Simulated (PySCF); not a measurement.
Potential energy of LiSb⁺ along the bond

Set-up: basis Li aug-cc-pVDZ, Sb aug-cc-pVDZ-PP with ECP28; scalar-relativistic core potentials; PySCF 2.14. Energies in eV from Li⁺ + Sb in their ground configurations at the same level. State: ⁴Σ⁻ (quartet), unpaired electrons σ ↑, π ↑↑.

All columns are MN15. A positive dipole points towards Sb; it is taken about the centre of mass and depends on that origin.

```json
{"R (Å)": "2.546", "E (eV)": "-0.287", "μ (D)": "-8.24", "Mulliken charge on Li (basis-dependent)": "0.36", "HOMO (eV)": "-12.21", "LUMO (eV)": "-8.10", "Mayer bond order": "0.90", "⟨S²⟩": "3.75"}
{"R (Å)": "2.664", "E (eV)": "-0.380", "μ (D)": "-8.78", "Mulliken charge on Li (basis-dependent)": "0.45", "HOMO (eV)": "-12.05", "LUMO (eV)": "-8.02", "Mayer bond order": "0.80", "⟨S²⟩": "3.75"}
{"R (Å)": "2.782", "E (eV)": "-0.433", "μ (D)": "-9.33", "Mulliken charge on Li (basis-dependent)": "0.53", "HOMO (eV)": "-11.91", "LUMO (eV)": "-7.92", "Mayer bond order": "0.71", "⟨S²⟩": "3.75"}
{"R (Å)": "2.871", "E (eV)": "-0.453", "μ (D)": "-9.76", "Mulliken charge on Li (basis-dependent)": "0.59", "HOMO (eV)": "-11.80", "LUMO (eV)": "-7.85", "Mayer bond order": "0.64", "⟨S²⟩": "3.75"}
{"R (Å)": "2.960", "E (eV)": "-0.461", "μ (D)": "-10.19", "Mulliken charge on Li (basis-dependent)": "0.64", "HOMO (eV)": "-11.70", "LUMO (eV)": "-7.76", "Mayer bond order": "0.58", "⟨S²⟩": "3.75"}
{"R (Å)": "3.049", "E (eV)": "-0.460", "μ (D)": "-10.63", "Mulliken charge on Li (basis-dependent)": "0.69", "HOMO (eV)": "-11.59", "LUMO (eV)": "-7.68", "Mayer bond order": "0.51", "⟨S²⟩": "3.75"}
{"R (Å)": "3.167", "E (eV)": "-0.447", "μ (D)": "-11.22", "Mulliken charge on Li (basis-dependent)": "0.74", "HOMO (eV)": "-11.46", "LUMO (eV)": "-7.56", "Mayer bond order": "0.44", "⟨S²⟩": "3.75"}
{"R (Å)": "3.315", "E (eV)": "-0.421", "μ (D)": "-11.98", "Mulliken charge on Li (basis-dependent)": "0.80", "HOMO (eV)": "-11.30", "LUMO (eV)": "-7.41", "Mayer bond order": "0.36", "⟨S²⟩": "3.75"}
{"R (Å)": "3.493", "E (eV)": "-0.381", "μ (D)": "-12.92", "Mulliken charge on Li (basis-dependent)": "0.84", "HOMO (eV)": "-11.12", "LUMO (eV)": "-7.20", "Mayer bond order": "0.28", "⟨S²⟩": "3.75"}
{"R (Å)": "3.730", "E (eV)": "-0.323", "μ (D)": "-14.18", "Mulliken charge on Li (basis-dependent)": "0.89", "HOMO (eV)": "-10.88", "LUMO (eV)": "-6.90", "Mayer bond order": "0.21", "⟨S²⟩": "3.75"}
```

A fit through these points gives, at Re = 2.989 Å, μ = -10.33 D and dμ/dR = -4.93 D/Å; the reduced mass is 6.631 u.

Question: How strong is the fundamental in the double-harmonic approximation, I = 42.26·(dμ/dR)²/μred km/mol?

Answer: I = 42.26·(-4.93)²/6.631 = 155 km/mol at MN15.

These are scalar-relativistic numbers at best; spin–orbit coupling would shift them, the dissociation energy most. For an ion De counts to the pair picked by the measured ionisation energies or electron affinities, which need not be the lowest pair at this level. The state is the lowest determinant that a PBE0 search found; another state may lie lower at other levels.
